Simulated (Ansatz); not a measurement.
Molecule: sum formula Si2NH7, charge 0, multiplicity 1. 
Geometry from a B3LYP-D3(BJ)/def2-TZVP (Ansatz, a first-principles code) optimisation:
```
N
H 1 1.0119
Si 1 1.7300 2 115.20
Si 1 1.7300 2 115.20 3 -175.84
H 3 1.4786 1 107.45 2 171.58
H 4 1.4786 1 107.45 2 -171.58
H 3 1.4834 5 110.01 1 120.46
H 4 1.4834 6 110.01 1 -120.46
H 3 1.4851 5 108.83 7 117.17
H 4 1.4851 6 108.83 8 -117.17
```
Charge 0, spin multiplicity 1.

CCSD(T) with Ansatz in growing basis sets, 20 correlated electrons. Correlated levels leave the core frozen unless marked. UHF or UKS for open shells. Spin-orbit coupling is left out. No relativistic terms. Costs are ratios of core time to the smallest set, on shared machines of one kind, and rough; they hold the program's checks for lower states.

```
basis        functions  cost over smallest  E(corr) (Eh)  electronic atomisation energy (kcal/mol)
-----------  ---------  ------------------  ------------  ----------------------------------------
cc-pV(D+d)Z         95                  1×       -0.4433                                     675.9
cc-pV(T+d)Z        206                  6×       -0.5377                                     720.9
```

Formally CCSD grows as o²v⁴ and (T) as o³v⁴; with o = 10 and v going from 74 to 185 both grow 39-fold in the last step, while integrals and the mean field grow more slowly. That step adds 94.5 mEh of correlation energy and 45.0 kcal/mol to the atomisation energy.
